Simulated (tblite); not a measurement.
Compound: C5H12NP.
Structure used (GFN2-xTB), in Å, numbered top down from 1:
```xyz
19
C5H12NP angstrom
C     -3.389    0.030   -0.497
C     -1.981    0.308   -0.080
P     -0.916   -0.941    0.256
N      0.496   -0.217    0.845
C      0.656    1.197    1.076
C      1.717   -0.982    0.714
C      2.484   -0.681   -0.571
H     -4.097    0.460    0.214
H     -3.572   -1.041   -0.559
H     -3.598    0.475   -1.472
H     -1.713    1.352   -0.006
H     -0.212    1.573    1.617
H      0.767    1.769    0.149
H      1.542    1.356    1.692
H      2.353   -0.780    1.584
H      1.440   -2.040    0.728
H      1.841   -0.859   -1.431
H      3.357   -1.324   -0.645
H      2.813    0.355   -0.591
```

All values are computed: GFN2-xTB (tblite) harmonic vibrations without scaling, gas phase. The method is semi-empirical: single wavenumbers can be off by several per cent or more. One conformer, not necessarily the lowest.

Harmonic wavenumbers (cm⁻¹): 54.7, 87.7, 137.4, 149.3, 186.3, 193.1, 227.8, 236.6, 306.7, 354.1, 394.6, 451.2, 654.2, 698.6, 825.1, 900.6, 945.6, 1023.2, 1036.1, 1042.6, 1067.4, 1081.8, 1095.1, 1151.0, 1209.7, 1225.6, 1295.0, 1330.8, 1333.6, 1401.4, 1406.0, 1410.9, 1465.7, 1481.6, 1482.2, 1489.9, 1496.7, 1498.1, 1504.2, 2910.8, 2917.2, 2957.1, 2959.5, 2982.6, 2988.8, 2992.4, 3026.2, 3031.5, 3040.1, 3043.5, 3048.4.

A = 4523, B = 1141, C = 1037 MHz; mass 117.071 u (most abundant isotopes); point group C1, symmetry number 1.

Question: What is the zero-point energy?

Answer: ½Σν̃ = 35615 cm⁻¹ = 426.05 kJ/mol.

Question: What is S at 350 K and 1 bar for an ideal gas of classical rigid rotors and harmonic oscillators?

Answer: Translation 171.59, rotation 121.19, vibration 138.68: S = 431.5 J/(mol K).

Question: And Cp and H(350 K) − H(0)?

Answer: Cp = 170.36 J/(mol K), of which vibrations give 137.11 (their classical limit is 51 R = 424.0); H(350 K) − H(0) = 37.03 kJ/mol without the zero-point energy, 25.39 from vibrations.

Question: Which modes carry the vibrational entropy at 350 K?

Answer: 54.7 cm⁻¹: 20.74; 87.7 cm⁻¹: 16.84; 137.4 cm⁻¹: 13.17; 149.3 cm⁻¹: 12.50; 186.3 cm⁻¹: 10.73; 193.1 cm⁻¹: 10.45 J/(mol K); the other 45 give 54.24 together.

Question: What must be added to the electronic energy to get the Gibbs energy at 350 K and 1 bar?

Answer: ZPE + [H(350 K) − H(0)] − T·S = 426.05 + 37.03 − 151.01 = 312.07 kJ/mol.

Question: Blend soft modes into free rotors: weight 1/[1 + (100 cm⁻¹/ν̃)⁴] for the oscillator and the rest for a rotor with moment μB/(μ + B), μ = h/(8π²ν), B = 10⁻⁴⁴ kg m². What vibrational entropy results?

Answer: 130.49 J/(mol K) in place of 138.68, which changes −T·S at 350 K by +2.87 kJ/mol.

Question: How do the functions run with temperature in this model?

Answer: 
```csv
T (K),S (J/(mol K)),Cp (J/(mol K)),H − H(0) (kJ/mol),G − H(0) (kJ/mol),ln q(vib)
100,283.9,81.5,5.40,-22.99,1.44
200,352.5,118.0,15.51,-54.99,4.10
300,406.7,152.0,28.97,-93.02,6.70
500,501.2,222.4,66.60,-184.00,11.62
800,623.5,298.1,145.56,-353.25,18.59
1000,693.9,332.4,208.78,-485.13,22.94
```

q(vib) and H(0) count from the zero-point level.

Hindered rotation and anharmonicity are outside this model. Other conformers, if any are populated, would add a mixing term that is left out. The structure is chiral; the term R ln 2 for an equal mix with its mirror image is left out.
